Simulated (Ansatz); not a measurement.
`CN[SiH2][AsH2]` + H₂ → `CN[SiH3]` + `[AsH3]` at 700 K and 1 bar (hydrogenolysis of the Si–As bond).

Isolated molecules relaxed with PBE0-D4/def2-TZVP in Ansatz; ΔE leaves out vibrations. CBS: MP2 limit from def2 TZ/QZ plus the TZ coupled-cluster correction, frozen cores. This one scheme is used for every species. For As outer-core shells are correlated without core-valence functions, which leaves a few kJ/mol of doubt a bond. Scalar relativity is left out up to krypton. One conformer a species, not always the lowest.

| species | CCSD(T)/CBS energy (Eh) | H − E (kJ/mol) | S (J/(mol·K)) |
| --- | --- | --- | --- |
| `CN[SiH2][AsH2]` | -2621.67009 | 314.8 | 495.6 |
| H₂ | -1.17544 | 46.8 | 155.3 |
| `CN[SiH3]` | -386.04948 | 271.2 | 396.1 |
| `[AsH3]` | -2236.79077 | 87.1 | 262.7 |

H − E and S are ideal-gas, rigid-rotor, harmonic terms from PBE0-D4/def2-TZVP, for one conformer and one mirror image of each species. For small species the MP2-based limit differs from directly extrapolated CCSD(T) by up to some mEh (0.8 for H₂); such offsets cancel only in part. 1 Eh = 2625.50 kJ/mol, R = 8.31446 J/(mol·K).

Problem. By hand: ΔE, ΔH, ΔS and ΔG.

Solution. ΔE = (-386.04948) + (-2236.79077) − (-2621.67009) − (-1.17544) = 0.00528 Eh = 13.9 kJ/mol. Δ(H − E) = 271.2 + 87.1 − 314.8 − 46.8 = -3.3, so ΔH = 10.6 kJ/mol. ΔS = 396.1 + 262.7 − 495.6 − 155.3 = 7.9 J/(mol·K). ΔG = 10.6 − 700 × (7.9)/1000 = 5.1 kJ/mol.

Problem. By hand: the equilibrium constant, and the temperature at which ΔG would vanish if ΔH and ΔS stayed fixed.

Solution. log₁₀ K = −ΔG/(RT ln 10) = -0.4. ΔG = 0 at ΔH/ΔS = 1342 K, though so small a ΔS makes that figure unsure.

TΔS isn't small against ΔH here. The sign of ΔG lies within the doubt. A doubt of 5 kJ/mol in ΔE shifts log₁₀ K by 0.4 here. Other conformers and mirror images would add mixing entropy, several J/(mol·K) or more a flexible species. These are equilibria of isolated gas molecules and say nothing of rates. Largest T1 diagnostic: 0.011 (customary marks: 0.02 for closed shells, 0.045 for open ones).
